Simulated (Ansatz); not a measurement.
A nudged elastic band was laid between two geometries of CH₄MgOS (8 atoms, charge 0, multiplicity 1).

All numbers below come from Ansatz, RKS revPBE-D4/def2-SVP.

```
movable images  : 7
climbing image  : yes
spring          : 5.0 eV/Å²
optimiser       : quadratic models (default)
start path      : IDPP
force threshold : 0.05 eV/Å
iteration limit : 60
end points      : relaxed
```

Image 0:

```xyz
8
Properties=species:S:1:pos:R:3
C 0.174 1.697 -0.389
S 1.441 0.578 0.377
Mg 0.309 -1.451 0.479
O -0.430 -3.086 0.624
H 0.644 2.696 -0.477
H -0.119 1.366 -1.405
H -0.731 1.799 0.242
H -1.196 -3.656 0.492
```

Image 8:

```xyz
8
Properties=species:S:1:pos:R:3
C -0.373 1.709 0.090
S -0.098 0.505 1.475
Mg 0.388 -1.462 0.334
O 0.901 -2.946 -0.563
H 0.524 1.824 -0.550
H -1.242 1.432 -0.540
H -0.588 2.689 0.558
H 0.579 -3.807 -0.859
```

Question: Which bonds break or form, and what moves?

Answer: No bond is made or broken. The dihedral H6–C1–S2–Mg3 goes from -62 to 63°.

Question: What energy profile does the band end with?

Answer: It converged. The highest image is number 4 of 0 to 8, 0.2 kcal/mol above the first end and 0.3 kcal/mol above the last; the last end lies 0.2 kcal/mol below the first. A structure lower than the first end lies on the path between it and the top, so the climb from that side starts below the end, which may itself be a saddle point or a shallow side well. The top lies less than 8 meV above the higher end, about what the thresholds resolve: that end is a shoulder or a very shallow well. A vibrational analysis at the climbing image gives one clearly imaginary mode, 79i cm⁻¹: a first-order saddle point.

| image | path coordinate (Å) | energy (kcal/mol) | dihedral H6–C1–S2–Mg3 (°) |
| --- | --- | --- | --- |
| 0 | 0.00 | 0.0 | -62 |
| 1 | 0.45 | -0.1 | -52 |
| 2 | 0.90 | 0.0 | -36 |
| 3 | 1.35 | 0.1 | -18 |
| 4 | 1.79 | 0.2 | 0 |
| 5 | 2.21 | 0.1 | 17 |
| 6 | 2.62 | 0.0 | 33 |
| 7 | 3.03 | -0.1 | 48 |
| 8 | 3.44 | -0.2 | 63 |

Question: What is the geometry of the highest image?

Answer: 
```xyz
8
Properties=species:S:1:pos:R:3
C -0.235 1.736 -0.018
S 0.711 0.714 1.212
Mg 0.497 -1.429 0.348
O 0.414 -3.056 -0.433
H 0.447 2.494 -0.449
H -0.671 1.149 -0.850
H -1.059 2.255 0.510
H -0.012 -3.920 -0.374
```

Time of the run: 34 s on 1 thread of AMD EPYC 9R45 96-Core Processor (Zen 5) (shared host), peak memory 0.14 GiB.
